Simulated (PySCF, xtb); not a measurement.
Cd(Cl)(OSiH3) (CdClH3OSi), SMILES [SiH3][O][Cd][Cl].

GFN2-xTB run with xtb at its own geometry gives an orbital gap of 2.38 eV and a dipole moment of 3.31 D.

Geometry optimised at PBE0-D3(BJ)/def2-SVP. The def2 effective core potentials stand for the cores of Cd; spin–orbit coupling is left out. One conformer was computed; it need not be the lowest.

Q: What does PBE/def2-TZVPD (PySCF) give? (Estimate from the structure and the level; the computed values follow.)

A: gap 3.84 eV (levels -6.95 and -3.11 eV), dipole 0.16 D.
